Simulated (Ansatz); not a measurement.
**SnTe (SMILES [Sn][Te]): methods side by side**

SnTe has 2 atoms, charge 0, and is taken as a singlet. SMILES: `[Sn][Te]`. Geometry: a GFN2-xTB relaxation, a rough one for these elements and not checked as a minimum.

```
atom   x (Å)   y (Å)   z (Å)
  Sn  0.0000  0.0000  0.0000
  Te  0.0000  0.0000  2.5368
```

Each level gives the energy change with the Sn1–Te2 bond stretched from 2.537 to 6.295 Å (eV). The values are calculated.

```tsv
level	kind	program	value (eV)	less FCI/STO-3G	CPU time (all runs)
SVWN5/STO-3G (restricted)	LDA	Ansatz	7.70	+2.62	7.3 s
PBE/STO-3G (restricted)	GGA	Ansatz	7.37	+2.29	26 s
r2SCAN0/STO-3G (restricted)	hybrid meta-GGA	Ansatz	8.72	+3.64	51 s
wB97M-V/STO-3G (restricted)	range-separated hybrid	Ansatz	8.46	+3.38	56 s
RPA@PBE/STO-3G (restricted)	RPA	Ansatz	3.16	-1.92	30 s
MP2/STO-3G (restricted)	perturbation theory	Ansatz	8.41	+3.33	17 s
BCCD(T)/STO-3G (restricted)	coupled cluster or CI	Ansatz	7.88	+2.80	7.5 s
CCSD(T)/STO-3G (unrestricted)	coupled cluster or CI	Ansatz	5.06	-0.02	31 s
FCI/STO-3G	exact in the basis	Ansatz	5.08	0.00	25 s
```

FCI/STO-3G is exact within its basis and frozen core, so for wave-function methods in that basis the difference is their error; functionals converge differently with the basis, so for them it is only a difference. All-electron rows without a relativistic Hamiltonian named are non-relativistic. The first shape isn't each level's own minimum. The values span 3.16 to 8.72 eV. Spin contamination of the reference (⟨S²⟩ at least 0.1 too high) touches CCSD(T)/STO-3G. All rows use very small basis sets, so none should be taken for the real molecule's value. In the correlated wave-function rows the outer d shell of Sn, Te is correlated, in sets not made for it. In so small a basis fixed costs decide the times, and correlated methods can beat functionals. CPU times are rough (shared hosts, several kinds of processor and program).
